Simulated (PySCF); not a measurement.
# How methods differ on the excitation energy of Cu⁺

Cu⁺ [Ar] 3d10 (1S) → Cu⁺ [Ar] 3d9 4s1 (3D), as a difference of total energies. All numbers are calculated (PySCF 2.14, scalar relativity by spin-free X2C-1e, in aug-cc-pwCVTZ-DK). Correlated levels: valence: [Ar] frozen; valence and next inner shell: [Ne] frozen; nothing frozen. The calculations carry no spin-orbit coupling.

```tsv
method	excitation energy (eV)	error (eV)
UHF	0.643	-2.165
LDA	2.977	+0.169
PBE	2.644	-0.164
PBE0	2.315	-0.493
r2SCAN	2.235	-0.573
PW91	2.654	-0.154
BHandHLYP	1.875	-0.933
BP86	2.625	-0.183
MP2 (valence)	3.416	+0.608
SCS-MP2 (valence)	3.158	+0.350
MP2 (valence and next inner shell)	3.953	+1.145
SCS-MP2 (valence and next inner shell)	3.579	+0.771
MP2 (all electrons)	3.970	+1.162
SCS-MP2 (all electrons)	3.588	+0.780
```

Reference: 2.808 eV (measured; NIST levels, between the centres of gravity of the two terms).

Errors of the correlated levels include the incompleteness of this basis and the frozen core.
